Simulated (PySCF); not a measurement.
C₅H₁₁N₃OSi: full NMR table

```
Formula                               : C5H11N3OSi
SMILES                                : COc1cn([SiH](C)C)nn1
Point group of the computed structure : Cs
Degrees of unsaturation               : 3
Carbon signals                        : 4
Proton signals                        : 4
```

Molfile (atoms numbered from 1):
```
C5H11N3OSi
     RDKit          3D

 21 21  0  0  0  0  0  0  0  0999 V2000
    4.0794    0.7440   -0.6116 C   0  0  0  0  0  0  0  0  0  0  0  0
    3.3062   -0.3052   -0.0631 O   0  0  0  0  0  0  0  0  0  0  0  0
    1.9787   -0.0944   -0.0928 C   0  0  0  0  0  0  0  0  0  0  0  0
    0.9856   -0.9365    0.3692 C   0  0  0  0  0  0  0  0  0  0  0  0
   -0.1684   -0.2753    0.1124 N   0  0  0  0  0  0  0  0  0  0  0  0
   -1.8703   -0.6926    0.4056 Si  0  0  0  0  0  4  0  0  0  0  0  0
   -2.6986   -0.7261   -1.2978 C   0  0  0  0  0  0  0  0  0  0  0  0
   -2.5471    0.6596    1.5473 C   0  0  0  0  0  0  0  0  0  0  0  0
    0.1155    0.8901   -0.4672 N   0  0  0  0  0  0  0  0  0  0  0  0
    1.3861    1.0094   -0.5947 N   0  0  0  0  0  0  0  0  0  0  0  0
    3.9119    1.6762   -0.0660 H   0  0  0  0  0  0  0  0  0  0  0  0
    5.1173    0.4315   -0.5162 H   0  0  0  0  0  0  0  0  0  0  0  0
    3.8271    0.9050   -1.6629 H   0  0  0  0  0  0  0  0  0  0  0  0
    1.0155   -1.8970    0.8325 H   0  0  0  0  0  0  0  0  0  0  0  0
   -1.8038   -2.0145    1.0421 H   0  0  0  0  0  0  0  0  0  0  0  0
   -2.5494    0.2215   -1.8086 H   0  0  0  0  0  0  0  0  0  0  0  0
   -2.2800   -1.5068   -1.9272 H   0  0  0  0  0  0  0  0  0  0  0  0
   -3.7666   -0.9015   -1.2192 H   0  0  0  0  0  0  0  0  0  0  0  0
   -3.6102    0.5358    1.7269 H   0  0  0  0  0  0  0  0  0  0  0  0
   -2.0454    0.6546    2.5113 H   0  0  0  0  0  0  0  0  0  0  0  0
   -2.3926    1.6395    1.1030 H   0  0  0  0  0  0  0  0  0  0  0  0
  1  2  1  0
  2  3  1  0
  3  4  2  0
  4  5  1  0
  5  6  1  0
  6  7  1  0
  6  8  1  0
  5  9  1  0
  9 10  2  0
 10  3  1  0
  1 11  1  0
  1 12  1  0
  1 13  1  0
  4 14  1  0
  6 15  1  0
  7 16  1  0
  7 17  1  0
  7 18  1  0
  8 19  1  0
  8 20  1  0
  8 21  1  0
M  END
```

- σ from GIAO-PBE0/pcSseg-1
- GFN2-xTB structure
- program: PySCF 2.14.0 with density-fitted response routines
- non-relativistic Hamiltonian, a single conformation, fast rotation and ring inversion assumed for equivalent nuclei, no solvent model

Shifts are taken against calculated references (same method and geometry level): ¹H (σref 31.72), ¹³C (σref 186.93), ²⁹Si (σref 349.16) against TMS; ¹⁵N (σref 267.73) against NH3; ¹⁷O (σref 336.08) vs H2O.

| carbon | δC, type | δH (multiplicity) | HMBC from (2–3 bonds) | span of the C tensor (ppm) |
| --- | --- | --- | --- | --- |
| C1 | 58.1, CH3 | 4.31 (s) | – | 75 |
| C3 | 168.5, C | – | H14, H11/H12/H13 | 101 |
| C4 | 115.4, CH | 7.09 (s) | H15 | 138 |
| C7/C8 | -0.5, CH3 | 0.57 (d) | H15, H16/H17/H18/H19/H20/H21 | 14 |

Other nuclei:
| atoms | nucleus | environment | δ (ppm) | σ (ppm) |
| --- | --- | --- | --- | --- |
| H15 | ¹H | hydrogen on a silicon bonded to 2 C, N | 5.40 | 26.32 |
| Si6 | ²⁹Si | silicon bonded to 2 C, N, H | -2.7 | 351.8 |
| N9 | ¹⁵N | pyridine-type nitrogen of an azole | 396.8 | -129.1 |
| N10 | ¹⁵N | pyridine-type nitrogen of an azole | 366.5 | -98.7 |
| N5 | ¹⁵N | pyrrole-type ring nitrogen | 269.6 | -1.9 |
| O2 | ¹⁷O | ether oxygen | 70.6 | 265.5 |

Carbon types of the structure: 1 × C, 1 × CH, 3 × CH3, leaving 1 H on heteroatoms. δC 168.5: aromatic carbon bearing oxygen; an ipso carbon deshielded by its heteroatom. δC 115.4: aromatic CH next to a ring nitrogen; π donation from the O or N substituent raises the electron density at positions ortho and para to it. δC -0.5: methyl carbon bonded to Si; an electropositive neighbour leaves it electron-rich and shielded. δH 7.09: hydrogen on an aromatic CH next to a ring nitrogen; it sits in the deshielding region of the aromatic ring current. δH 0.57: hydrogen on a methyl carbon bonded to Si; an electropositive neighbour shields it, as in TMS itself.

Shifts are as computed. Against solution values, carbons near 30 ppm lie about +3 ppm off and those near 130 ppm about +5 ppm. Of 1211 compounds with measured shifts, 218 miss one by over three times the rms of a fit or turn the order of signals round; such compounds aren't used in these exercises. Experimental scales use liquid or dissolved standards, which lie at an offset from isolated NH3 (liquid NH3: subtract about 20 ppm) and H2O (liquid H2O: subtract about 36 ppm). Unscaled 15N shifts of sp2 nitrogen come out 20 to 40 ppm too high even then. No couplings were computed; multiplicities are counted from neighbouring protons, with m where these are inequivalent, close in shift, in a saturated or five-membered ring or joined by F or P, and br s for small geminal =CH2 splittings.
